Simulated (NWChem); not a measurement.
# BH2Br: a scaling law for HF

BH2Br has 4 atoms, charge 0, and is taken as a singlet. SMILES: `BBr`. The coordinates come from a PBE0-D4/def2-TZVP relaxation.

HF, gradient, NWChem 7.3.0, on 1 thread of Intel Xeon Platinum 8259CL at 2.50GHz (Skylake/Cascade Lake), shared host. N is the number of basis functions, t the processor time.

| basis | N | t (s) | ln N | ln t |
| --- | --- | --- | --- | --- |
| 3-21G | 35 | 3.5 | 3.555 | 1.253 |
| pcseg-1 | 51 | 19 | 3.932 | 2.944 |
| def2-SVP | 56 | ? | 4.025 | ? |
| def2-TZVP | 91 | 50 | 4.511 | 3.912 |

Problem. Fit t = C·Nᵖ to the known rows and estimate the time in def2-SVP.

Solution. 
1. Means of the 3 rows: ln N = 3.99933, ln t = 2.7030.
2. Σ(Δln N)² = 0.46377, Σ(Δln N·Δln t) = 1.2467, so the slope is 1.2467/0.46377 = 2.6882.
3. Intercept: 2.7030 − (2.6882) × 3.99933 = -8.0480. The largest residual of the fit is 0.422.
4. ln t = -8.0480 + 2.6882 × 4.025, so t ≈ 16 s.

The run took 12 s, so the estimate is too long by a factor of about 1.3. The fitted power is 2.7, with the electron count fixed. The times don't lie on a line: the count of functions alone doesn't set the cost here, and shared hosts add noise.
